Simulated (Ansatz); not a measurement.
Reaction (cleavage of the Si–Al bond): `O[SiH2][Al]([OH])[OH]` + `[SiH3]P` → `O[SiH2]P[SiH3]` + `[OH][AlH][OH]`

Computed with Ansatz on PBE0-D4/def2-TZVP structures; ΔE is electronic, products minus reactants. CBS: MP2 limit from def2 TZ/QZ plus the TZ coupled-cluster correction, frozen cores. This one scheme is used for every species. DFT in def2-TZVPP. B3LYP here is the variant with VWN-RPA as its local correlation; programs differ in this. Each species was taken in one conformer, which may not be the lowest.

```tsv
level	ΔE (kJ/mol)	difference from CCSD(T)/CBS
PBE-D4	-30.1	6.7
r2SCAN-D4	-37.0	-0.2
B3LYP-D4	-33.5	3.3
ωB97M-V	-39.4	-2.6
r2SCAN	-35.9	0.9
PBE0	-28.8	8.0
B3LYP	-26.2	10.6
HF/def2-TZVPP	-30.6	6.2
SCS-MP2/def2-TZVPP	-39.5	-2.7
CCSD/def2-TZVPP	-32.4	4.4
CCSD(T)/def2-TZVPP	-34.5	2.3
HF/def2-QZVPP	-31.1	5.7
MP2/def2-QZVPP	-45.9	-9.1
SCS-MP2/def2-QZVPP	-41.0	-4.2
HF/CBS(def2)	-31.2	5.6
CCSD/CBS(def2)	-34.8	2.0
CCSD(T)/CBS	-36.8	0
```

Largest T1 diagnostic among the species: 0.013.

In def2-TZVPP, CCSD(T) changes the Hartree–Fock value by −3.8 kJ/mol (the triples alone add −2.1 kJ/mol) and MP2 by −13.8 kJ/mol. From PBE to PBE0 (25 % exact exchange), in def2-TZVPP and without D4, ΔE moves by −3.2 kJ/mol. The D4 term adds −7.3 kJ/mol with B3LYP and −3.8 kJ/mol with PBE0; it sums over pairs of atoms, weighted by their polarisabilities, and B3LYP, whose exchange is more repulsive, gets the larger term.
